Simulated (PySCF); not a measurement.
C$_{2}$H$_{7}$Al, singlet, geometry from GFN2-xTB (such geometries of metal compounds can be far from the true shape). Base run: PySCF with B3LYP/cc-pVDZ.

Here is a job for PySCF.
```python
from pyscf import gto, scf, dft

mol = gto.M(
    atom='''
Al    0.352983   -0.096791   -0.294381
C    -0.546751   -1.672244    0.522869
H    -0.141016   -2.606774    0.115300
H    -1.628190   -1.696342    0.343778
H    -0.421767   -1.728064    1.610663
C    -0.045405    1.834618   -0.029023
H     0.680490    2.458845   -0.565210
H    -0.009277    2.145350    1.021836
H    -1.036603    2.127962   -0.394411
H     1.520515   -0.416939   -1.268079
''',
    basis='cc-pvdz',
    charge=0,
    spin=0,
    verbose=4,
)

mf = dft.RKS(mol)
mf.xc = 'b3lyp'
mf.kernel()
```

The base run was repeated with changes; each row names its change, and settings that it needs were set with it.

```tsv
change	ΔE vs base (mEh)	fitting functions	dipole (D)
base	0.000	-	0.79
auxbasis = def2-svp-ri	46.465	256	0.80
auxbasis = default (with mf = mf.density_fit())	-0.035	413	0.79
auxbasis = cc-pvdz-jkfit	-0.035	413	0.79
auxbasis = def2-tzvp-ri	-3.847	370	0.79
auxbasis = def2-universal-jfit	213.4	226	0.80
only_dfj = on; auxbasis = def2-universal-jfit	-0.169	226	0.79
auxbasis = even-tempered beta=3.0	-0.603	399	0.79
auxbasis = def2-universal-jkfit	-0.088	404	0.79
auxbasis = even-tempered beta=1.6	0.001	867	0.79
```

A fitting set is made for a task (jfit for Coulomb, jkfit for Coulomb and exchange, ri for correlation) and for a family of orbital bases.
